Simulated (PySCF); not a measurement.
Molecule: `[B-](F)(F)(F)F`, [BF4]-.

Structure with atom numbers: `[F:1][B-:2]([F:3])([F:4])[F:5]`.

Geometry PBE0-D3(BJ)/def2-SVP throughout; GIAO in PySCF 2.14, gas phase, one conformer, non-relativistic; equivalent atoms averaged; functional PBE0.

**Question.** How do the absolute shieldings σ depend on the basis set? (ppm; last column core-seconds on shared hosts with different chips, so compare them loosely)

**Answer.** 
```
    basis set  functions  F1/F3/F4/F5     B2  core-s
       STO-3G         25        481.5  130.0     1.5
        6-31G         45        356.9  115.3     2.8
     pcSseg-0         45        353.9  105.7     1.8
       6-31G*         70        362.5  114.6     3.7
     def2-SVP         70        357.2  113.5     3.7
      cc-pVDZ         70        355.9  116.2     2.9
     pcSseg-1         85        346.4  103.5     7.4
  aug-cc-pVDZ        115        356.5  112.3     5.3
6-311+G(2d,p)        135        351.8  103.8       8
      cc-pVTZ        150        346.8  104.5     7.6
    def2-TZVP        155        348.0  104.4      11
     IGLO-III        175        350.6  101.6     8.5
     pcSseg-2        180        350.6  100.9      14
```

**Question.** Which nucleus moves most, in ppm?

**Answer.** F1/F3/F4/F5 (fluorine bonded to B): from 346.4 ppm with pcSseg-1 to 481.5 ppm with STO-3G. The smallest spread is 29.0 ppm, at B2.

**Question.** Taking the largest basis, pcSseg-2 (180 functions), as the yardstick, rank the others by their worst heavy-atom deviation.

**Answer.** IGLO-III 0.7 ppm (175 functions), 6-311+G(2d,p) 2.9 ppm (135 functions), def2-TZVP 3.4 ppm (155 functions), cc-pVTZ 3.7 ppm (150 functions), pcSseg-1 4.1 ppm (85 functions), pcSseg-0 4.8 ppm (45 functions), aug-cc-pVDZ 11.4 ppm (115 functions), def2-SVP 12.6 ppm (70 functions), 6-31G* 13.7 ppm (70 functions), 6-31G 14.3 ppm (45 functions), cc-pVDZ 15.3 ppm (70 functions), STO-3G 130.9 ppm (25 functions).

A small basis that lands close on one nucleus may do so by chance; judge by the trend and by all nuclei.
